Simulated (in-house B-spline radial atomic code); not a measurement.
**Removing one electron from Sn40+**

Closed shell [He] 2s2 2p6. Computed with an all-electron radial atomic-structure program (B-spline basis): Koopmans values of Dirac-Hartree-Fock plus a diagonal self-energy, in second order or with its direct term screened (direct RPA, with the hole-particle interaction, or full time-dependent Hartree-Fock), linearised in energy; no-pair Dirac-Coulomb Hamiltonian, finite nucleus. Shifts add to the Koopmans value (the ΔSCF shift is orbital relaxation alone); the final value takes TDHF screening with Breit and QED.

Command:
```bash
python run_mb.py task.json out
```
Settings (nuclear radius in fm, box in bohr, cutoff in hartree):
```
basis_form          2
Z                   50
core_configuration  [He] 2s2 2p6
rms_radius          4.6519
mass_number         120
speed_of_light      137.036
box_radius          2.947
lmax                7
intervals           57
virtual_cutoff      10000.0
```

Time taken, with all properties: 3.4 s on 1 thread of Arm Neoverse V1, on a shared host.

Energies in eV:

```
subshell  Koopmans  ΔSCF shift  second order  direct RPA  hole-particle    TDHF  Breit + QED    final
   2p3/2   6422.75      -3.057             ?           ?              ?       ?            ?        ?
   2p1/2   6664.34      -3.508        -1.933      -1.592         -1.787  -1.817      -10.152  6652.37
   2s1/2   6940.48      -2.263        -2.992      -2.590         -2.823  -2.857      -10.470  6927.15
```

Task: What does the self-energy do to 2p3/2?

Result: It shifts the removal energy by -1.539 eV in second order, -1.254 with direct RPA, -1.420 with the hole-particle term and -1.444 with TDHF screening (quasi-particle weight 0.999); Breit and QED add -6.994 eV. The final value is 6414.31 eV, against 6421 ± 3 eV (NIST, semi-empirical).
